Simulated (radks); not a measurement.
Values are calculated unless marked as measured or tabulated.
The nuclear charge of the holmium ion Ho+ is varied continuously with 66 electrons held in [Xe] 4f11 6s1. Level of theory: non-relativistic Kohn-Sham, LDA (Slater exchange, Perdew-Wang correlation), spin-polarised, spherical densities, point nucleus; open shells are filled with parallel spins first (spin-orbit coupling, left out, can overturn this in heavy ions); relativity is left out, which matters for an element this heavy (a radial shooting solver on a logarithmic mesh with Libxc functionals). By the Hellmann-Feynman theorem dE/dZ = E(electron-nucleus)/Z, the electronic potential at the nucleus.

Z	E (hartree)	E(electron-nucleus)/Z (hartree)	HOMO	e(HOMO) (eV)	<r> HOMO (bohr)
66.2	-11721.9687	-421.127	4f	-1.004	0.9205
66.3	-11764.1241	-421.981	4f	-2.206	0.8981
66.4	-11806.3648	-422.832	4f	-3.496	0.8812
66.5	-11848.6905	-423.682	4f	-4.854	0.8670
66.6	-11891.1011	-424.530	6s	-6.181	4.157
66.7	-11933.5965	-425.377	6s	-6.828	4.072
66.8	-11976.1765	-426.223	6s	-7.493	3.991
66.9	-12018.8411	-427.068	6s	-8.175	3.916
67	-12061.5901	-427.912	6s	-8.873	3.846
67.1	-12104.4235	-428.755	6s	-9.588	3.779
67.2	-12147.3412	-429.598	6s	-10.318	3.716
67.3	-12190.3431	-430.440	6s	-11.063	3.657
67.4	-12233.4291	-431.281	6s	-11.822	3.600
67.5	-12276.5993	-432.122	6s	-12.596	3.546
67.6	-12319.8534	-432.962	6s	-13.384	3.495
67.7	-12363.1916	-433.801	6s	-14.186	3.446
67.8	-12406.6136	-434.640	6s	-15.001	3.399
67.9	-12450.1196	-435.479	6s	-15.830	3.354
68	-12493.7093	-436.317	6s	-16.671	3.311

The central difference of E at Z = 67 is -427.912 hartree, to compare with the third column; the second derivative is -8.44 hartree. No converged solution with all levels bound was reached at Z = 66, 66.1.
